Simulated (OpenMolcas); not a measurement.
## Ta I: effect of correlating more closed shells

```yaml
Program: OpenMolcas
Basis: ANO-RCC-VTZP [8s7p5d3f2g1h]
Scalar_Hamiltonian: DKH2, point nucleus
Active_space: 5 electrons in 6 orbitals (5d 6s)
State_averaging: 2S+1 = 4 even, 50 roots; 2S+1 = 6 even, 6 roots kept (CI in the orbitals of an earlier block); 2S+1 = 2 even, 98 roots kept (CI in the orbitals of an earlier block)
Spin-orbit_coupling: state interaction with AMFI integrals over the reference wave functions, term energies averaged over their components
```

Methods on the same reference wave functions:
A. CASSCF
B. MS-CASPT2, IPEA 0.25 Eh, imaginary shift 0.1 Eh (closed shells correlated: none)
C. MS-CASPT2, IPEA 0.25 Eh, imaginary shift 0.1 Eh (closed shells correlated: 5s 5p)

Energies in cm-1 above 5d3 6s2 4F 3/2, the measured ground level; measured values from NIST Handbook of Basic Atomic Spectroscopic Data.

```
                Level      A      B      C  Measured
       5d3 6s2 4F 3/2    0.0    0.0    0.0       0.0
        5d4 6s 6D 1/2   1413   8890   8930          
       5d3 6s2 4F 5/2   1764   1859   1858      2010
        5d4 6s 6D 3/2   2379   9340   9440          
       5d3 6s2 4F 7/2   3498   3790   3790      3964
        5d4 6s 6D 5/2   3659  10490  10520          
5d3 6s2 4F 9/2 [67 %]   4830   5470   5470      5621
        5d4 6s 6D 7/2   5029  11550  11610          
       5d3 6s2 4P 1/2   5644   5840   5650      6049
5d3 6s2 4P 3/2 [68 %]   5881   6050   5830      6069
 5d4 6s 6D 9/2 [71 %]   6607  12790  12860          
       5d3 6s2 4P 5/2   8029   8910   8490      9253
       5d3 6s2 2G 7/2  10841  10660  10580          
5d3 6s2 2G 9/2 [55 %]  11982  11790  11700          
    5d3 6s2 2D 5/2(1)  13092  13320  13280          
       5d3 6s2 2P 1/2  13516  11490  11770          
5d3 6s2 2H 9/2 [66 %]  16734  16540  16390          
      5d3 6s2 2H 11/2  16944  16740  16550          
5d3 6s2 2P 3/2 [54 %]  17584  16190  16400          
 5d4 6s 4H 7/2 [55 %]  17949  21950  22210          
       5d3 6s2 2F 5/2  18318  18620  18390          
       5d3 6s2 2F 7/2  18447  18790  18560          
 5d4 6s 4H 9/2 [55 %]  18507  22490  22740          
       5d4 6s 4H 11/2  19490  23790  23970
```

Deviations, from unrounded energies. A percentage is the sum of absolute deviations over the sum of measured energies, with the sign that they share, or ± where signs differ.

```
                        Against measurement  Levels      A     B     C
             mean absolute deviation (cm-1)       6    550   170   320
      fine structure of the ground term (%)       3  -13.0  -4.1  -4.2
other terms of the ground configuration (%)       3   -8.5  -2.7  -6.6
```

B lies closest to measurement on these levels and A furthest from it. The largest miss of B in the table is 5d3 6s2 4P 5/2, by -340 cm-1. The ranking rests on the paired levels alone, and a cruder setting can come out closer through cancelling errors.

Between B and C the level of the table that moves most is 5d3 6s2 4P 5/2, by 420 cm-1 (lowest in C, highest in B). Moves below CASPT2's spread within the term are not significant.

The mean deviations of B to C differ by less than CASPT2's widest spread within a term (800 cm-1), so their order carries little weight.

From A to B the spin-free energies of the other terms of 5d3 6s2 shown, above 4F, scale by factors of 0.75 to 1.36.

The lowest spin-free term lies below A's lowest term by 0.079 hartree in B, 0.334 hartree in C.

What an inner shell adds also hangs on whether the basis holds functions to correlate it.

CASPT2 breaks the degeneracy within a term, and the mean is taken; among the terms shown or strongly mixed into the levels shown the widest spread is 800 cm-1 (5d3 6s2 4F, C). Over all roots computed the reference weight is 0.92 to 0.97 in B, 0.88 to 0.93 in C; the roots of lowest weight are the least certain, and an intruder state may touch them. Terms from blocks run as CI alone lack orbitals of their own. Configurations are named by rounded mean occupations; where the s occupation lies near a half they are strongly mixed, a name can repeat and a true partner stay unpaired. A single d shell beside an s shell can misplace configurations of different d count against each other. The CASPT2 spread within a term exceeds the gap to the next term for 5d4 6s 4H and 5d4 6s 4F, so the order of their levels is uncertain, and so are names and mixing where such terms share a J (figures for B; the like holds for C). Without dynamic correlation excited terms often stand tens of per cent too high (terms of higher spin than the ground term too low), and those without a measured partner can miss by more than the paired ones (holds for A). Blocks of more than 70 roots (2S+1 = 2 even) ran without multistate coupling (holds for B; C). Measured partners are found by configuration, term and J. A level has none where our copy of the source lacks it or the pairing is in doubt (some pairs that miss far off the trend of their configuration count as doubtful), and it then counts in no deviation. Levels of configurations outside the active space are missing. The table leaves out levels that lie high or whose names do not pair safely across all columns.

A share in square brackets marks a mixed level and gives the weight of the term that names it, the lowest over the columns. A number in round brackets counts repeated terms of one configuration in the order of the reference energies.
